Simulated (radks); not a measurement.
Values are calculated unless marked as measured or tabulated.
Isoelectronic series with 4 electrons, all held in the configuration [He] 2s2, which need not be the ground one along the series. Code: a radial shooting solver on a logarithmic mesh with Libxc functionals. Model: scalar-relativistic Kohn-Sham, PBE, spin-polarised, spherical densities, finite nucleus; Fermi nuclear charge, rms radius of each element as measured or else 0.836 A^(1/3) + 0.57 fm. Total energies (hartree) and orbital eigenvalues (hartree) (* marks an orbital that is empty in some or all of the ions):

ion,E (hartree),3s*,2p*,2s,1s
Tc39+,-2304.47885,-91.23204,-204.8606,-212.2130,-892.7769
Ru40+,-2417.67398,-95.96553,-215.3122,-223.1484,-937.2257
Rh41+,-2533.82535,-100.8279,-226.0338,-234.3854,-982.8441
Pd42+,-2652.95470,-105.8200,-237.0264,-245.9267,-1029.640
Ag43+,-2775.08898,-110.9429,-248.2912,-257.7754,-1077.624
Cd44+,-2900.25089,-116.1976,-259.8290,-269.9343,-1126.804
In45+,-3028.47256,-121.5853,-271.6410,-282.4068,-1177.192
Sn46+,-3159.77752,-127.1069,-283.7283,-295.1959,-1228.798
Sb47+,-3294.19678,-132.7638,-296.0921,-308.3052,-1281.632
Te48+,-3431.75713,-138.5569,-308.7334,-321.7380,-1335.704
I49+,-3572.49658,-144.4877,-321.6535,-335.4984,-1391.030
Xe50+,-3716.44060,-150.5574,-334.8535,-349.5896,-1447.618
Cs51+,-3863.6267,-156.7673,-348.3347,-364.0159,-1505.482
Ba52+,-4014.0859,-163.1188,-362.0983,-378.7812,-1564.634
La53+,-4167.8576,-169.6132,-376.1457,-393.8898,-1625.089
Ce54+,-4324.9765,-176.2522,-390.4782,-409.3460,-1686.860
Pr55+,-4485.4825,-183.0371,-405.0971,-425.1544,-1749.961
Nd56+,-4649.4135,-189.9697,-420.0038,-441.3196,-1814.407
Pm57+,-4816.8053,-197.0513,-435.1996,-457.8462,-1880.210
Sm58+,-4987.6890,-204.2835,-450.6862,-474.7383,-1947.383
Eu59+,-5162.1448,-211.6686,-466.4648,-492.0036,-2015.956
